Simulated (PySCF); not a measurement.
Si(H)(Me) (CH4Si), SMILES C[SiH] (connectivity only; charge and spin as stated), neutral, multiplicity 1.

Coordinates come from a B3LYP-D3(BJ)/def2-TZVP optimisation.

Computed with PBE0/def2-TZVPD (PySCF).

Symmetry labels are those of the subgroup Cs that the program uses (full group Cs).

Computed valence orbital energies around the gap with their symmetry:
| orbital | symmetry | energy (eV) |
|---|---|---|
| HOMO−7 | A' | -99.76 |
| HOMO−6 | A' | -99.68 |
| HOMO−5 | A' | -19.66 |
| HOMO−4 | A' | -13.31 |
| HOMO−3 | A' | -11.53 |
| HOMO−2 | A" | -11.43 |
| HOMO−1 | A' | -8.82 |
| HOMO | A' | -6.33 |
| LUMO | A" | -2.56 |
| LUMO+1 | A' | 0.17 |
| LUMO+2 | A' | 0.94 |
| LUMO+3 | A' | 1.45 |
